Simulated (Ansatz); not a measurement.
Geometry optimisation, RKS PBE-D4/6-31G* in Ansatz 0.2.0.

The input (input.yaml):

```yaml
crystal:
  periodic: [false, false, false]
  atoms:
    - { symbol: "N", position_ang: [0.0089, 1.0675, 1.7206] }
    - { symbol: Si, position_ang: [-0.6249, -0.1028, 0.6871] }
    - { symbol: C, position_ang: [-0.5491, 0.4753, -1.0823] }
    - { symbol: C, position_ang: [0.5103, -0.3996, -1.4507] }
    - { symbol: C, position_ang: [0.646, -1.2123, -0.1552] }
    - { symbol: H, position_ang: [-0.7279, 1.8738, 1.7693] }
    - { symbol: H, position_ang: [0.8094, 1.5359, 1.2859] }
    - { symbol: H, position_ang: [-1.9014, -0.6222, 1.073] }
    - { symbol: H, position_ang: [-1.0304, 1.2742, -1.5729] }
    - { symbol: H, position_ang: [0.9238, -0.5482, -2.3948] }
    - { symbol: H, position_ang: [1.6378, -1.1445, 0.3162] }
    - { symbol: H, position_ang: [0.3745, -2.2524, -0.1622] }
basis:
  gaussian: { orbitals: "6-31G*" }
hamiltonian:
  xc: pbe
  dispersion: d4
relax:
  f_tol: 0.015
  max_steps: 40
```

Run as:

```bash
$ ansatz run input.yaml --threads 1 --pin off --max-ram 2048MiB --backend cpu --events-out ev --progress --plain --runs-dir out
```

**Question.** Where does it end, and by what steps?

**Answer.** The forces met the threshold. After 14 steps the energy has fallen by 0.984 eV; H6 moved furthest, 0.70 Å.

```json
{"step": "0", "energy less start (eV)": "0.0000", "largest force component (eV/Å)": "4.319", "accepted": "yes"}
{"step": "1", "energy less start (eV)": "-0.7500", "largest force component (eV/Å)": "1.512", "accepted": "yes"}
{"step": "2", "energy less start (eV)": "-0.9014", "largest force component (eV/Å)": "0.399", "accepted": "yes"}
{"step": "3", "energy less start (eV)": "-0.9102", "largest force component (eV/Å)": "0.742", "accepted": "yes"}
{"step": "4", "energy less start (eV)": "-0.9526", "largest force component (eV/Å)": "0.220", "accepted": "yes"}
{"step": "5", "energy less start (eV)": "-0.9532", "largest force component (eV/Å)": "0.307", "accepted": "yes"}
{"step": "6", "energy less start (eV)": "-0.9721", "largest force component (eV/Å)": "0.217", "accepted": "yes"}
{"step": "7", "energy less start (eV)": "-0.9785", "largest force component (eV/Å)": "0.110", "accepted": "yes"}
{"step": "8", "energy less start (eV)": "-0.9816", "largest force component (eV/Å)": "0.110", "accepted": "yes"}
{"step": "9", "energy less start (eV)": "-0.9833", "largest force component (eV/Å)": "0.059", "accepted": "yes"}
{"step": "10", "energy less start (eV)": "-0.9838", "largest force component (eV/Å)": "0.035", "accepted": "yes"}
{"step": "11", "energy less start (eV)": "-0.9838", "largest force component (eV/Å)": "0.040", "accepted": "yes"}
{"step": "12", "energy less start (eV)": "-0.9839", "largest force component (eV/Å)": "0.018", "accepted": "yes"}
{"step": "13", "energy less start (eV)": "-0.9838", "largest force component (eV/Å)": "0.046", "accepted": "no"}
{"step": "14", "energy less start (eV)": "-0.9840", "largest force component (eV/Å)": "0.007", "accepted": "yes"}
```

```xyz
12
Properties=species:S:1:pos:R:3
N -0.045 1.142 1.839
Si -0.555 0.102 0.538
C -0.489 0.522 -1.292
C 0.336 -0.537 -1.512
C 0.696 -1.172 -0.172
H -0.756 1.597 2.412
H 0.763 1.752 1.716
H -1.867 -0.455 1.018
H -0.910 1.186 -2.054
H 0.683 -0.919 -2.487
H 1.752 -1.024 0.117
H 0.469 -2.250 -0.088
```

Whether the end is a true minimum wasn't checked by a vibrational analysis.

Time of the run: 72 s on 1 CPU thread of a shared host.
